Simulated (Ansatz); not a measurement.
Calculation: frozen-core CCSD(T)/cc-pVTZ // B3LYP-D3(BJ)/def2-TZVP (Ansatz, an electronic-structure program). The geometry is that of the parent before the electron was removed.

Ansatz 0.2 input:
```yaml
crystal:
  periodic: [false, false, false]
  atoms:
    - { symbol: C, position_ang: [-0.976953, -1.006909, 0.812554] }
    - { symbol: C, position_ang: [-0.549082, 0.053602, 0.128158] }
    - { symbol: O, position_ang: [-1.446559, 1.061838, -0.156234] }
    - { symbol: Si, position_ang: [1.228348, 0.211689, -0.454556] }
    - { symbol: H, position_ang: [-2.005756, -1.086563, 1.143692] }
    - { symbol: H, position_ang: [-0.301002, -1.813803, 1.052244] }
    - { symbol: H, position_ang: [-1.022945, 1.768591, -0.652669] }
    - { symbol: H, position_ang: [1.832794, 1.440798, 0.116979] }
    - { symbol: H, position_ang: [1.257497, 0.354139, -1.931591] }
    - { symbol: H, position_ang: [1.991968, -0.981199, -0.036219] }
basis:
  gaussian: { orbitals: cc-pVTZ }
correlation:
  method: ccsd_t
total_charge: 1
magnetization:
  spin_polarized: true
  initial_magnetization: 1
```

Output:

```
Functional definition: HF
1197 factors; integrals over basis functions are off by at most 1.4e-3 eV
mean field evaluation 1: about -12040.5214 eV, gradient 3.5e1 eV
mean field evaluation 2: about -12040.5303 eV, gradient 3.5e1 eV
mean field evaluation 4: about -12047.7734 eV, gradient 4.9e0 eV
mean field evaluation 8: about -12048.2402 eV, gradient 2.6e-1 eV
mean field evaluation 16: about -12040.5207 eV, gradient 3.5e1 eV
mean field evaluation 32: about -12047.2208 eV, gradient 7.6e0 eV
mean field evaluation 64: about -12045.3995 eV, gradient 3.3e-1 eV
mean field -12048.24178638 eV, -442.7647190578 hartree, gradient 2.7e-6 eV, S^2 0.765797; 2 other end points of the search recorded, 0 dependent functions left out
8 core orbitals not correlated
reference -12048.24178638 eV, -442.7647190578 hartree; 12, 11 occupied and 188, 189 virtual orbitals, 1197 factors
second order -17.50975204 eV of doubles, -0.00000000 eV of singles
cycle   1  -18.07966294 eV  change   -5.7e-1 eV  update   1.1e-1
cycle   2  -18.59381022 eV  change   -5.1e-1 eV  update   3.6e-2
cycle   3  -18.75243204 eV  change   -1.6e-1 eV  update   2.7e-2
cycle   4  -18.74754690 eV  change    4.9e-3 eV  update   1.2e-2
cycle   5  -18.74607050 eV  change    1.5e-3 eV  update   7.1e-3
cycle   6  -18.74950432 eV  change   -3.4e-3 eV  update   2.8e-3
cycle   7  -18.74905359 eV  change    4.5e-4 eV  update   1.2e-3
cycle   8  -18.74959281 eV  change   -5.4e-4 eV  update   5.5e-4
cycle   9  -18.74974835 eV  change   -1.6e-4 eV  update   3.2e-4
cycle  10  -18.74949506 eV  change    2.5e-4 eV  update   1.6e-4
cycle  11  -18.74957280 eV  change   -7.8e-5 eV  update   9.6e-5
cycle  12  -18.74959845 eV  change   -2.6e-5 eV  update   3.8e-5
cycle  13  -18.74962189 eV  change   -2.3e-5 eV  update   2.0e-5
perturbative correction -0.74555243 eV, -0.0273985464 hartree
Total energy: -12067.73696070 eV, -443.4811534997 hartree
```

Cost: very roughly 18 core-minutes.
